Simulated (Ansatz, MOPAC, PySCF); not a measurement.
Positional isomers: butadiene boryl. All species are isolated molecules in the gas phase. One relaxed conformer stands for each flexible species; it need not be the lowest. Strings in code marks are SMILES.

Quantity: electronic energy of isomers of C4H7B relative to `B/C=C/C=C`, in eV. The restricted reference of `BC(=C)C=C`, `B/C=C/C=C` and `B/C=C\C=C` is unstable towards unrestricted orbitals. Semi-empirical values (MOPAC) are differences of heats of formation.

Level 1: B3LYP/3-21G // B3LYP-D3(BJ)/def2-TZVP (PySCF)
Level 2: PBE/6-31G* // B3LYP-D3(BJ)/def2-TZVP (PySCF)
Level 3: HF/cc-pVTZ // B3LYP-D3(BJ)/def2-TZVP (Ansatz, a first-principles code)
Level 4: PM6 // B3LYP-D3(BJ)/def2-TZVP (MOPAC)

| species | level 2 | level 3 | level 4 |
|---|---|---|---|
| `BC(=C)C=C` | 0.242 | 0.209 | -0.032 |
| `B/C=C\C=C` | 0.083 | 0.113 | 0.047 |

Problem. What does level 1 give for each?

Solution. 
- `BC(=C)C=C`: 0.255
- `B/C=C\C=C`: 0.090
